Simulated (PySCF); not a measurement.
# N⁺ (nitrogen, charge +1): PBE0 calculation

Configuration: [He] 2s2 2p2, high-spin 3P determinant. Computed with PySCF 2.14 in x2c-SVPall (3s2p1d, 14 functions), with scalar relativity by spin-free X2C-1e.

```json
{
 "Total energy": "-53.9669 hartree",
 "One-electron energy": "-69.9783 hartree",
 "Hartree (Coulomb) energy": "22.3210 hartree",
 "Exchange-correlation energy": "-6.3096 hartree",
 "⟨S²⟩": "2.0023",
 "⟨L²⟩": "2.004",
 "Sum of ⟨r⟩": "5.489 bohr",
 "Sum of ⟨r²⟩": "7.927 bohr²",
 "Traceless quadrupole moment −½Σ⟨3z² − r²⟩ along its main axis": "0.770 e·bohr²",
 "Langevin diamagnetic susceptibility": "-6.28 ×10⁻⁶ cm³/mol",
 "Time after the integrals": "0.05 s of wall time on 1 thread of Neoverse-V2 (shared host)"
}
```

```csv
shell,electrons,mean orbital energy (hartree),"rms radius, mean of both spins (bohr)"
1s α,1,-15.15872,0.266
1s β,1,-15.10773,0.266
2s α,1,-1.32499,1.38
2s β,1,-1.15926,1.38
2p α,2,-0.89576,1.41
```
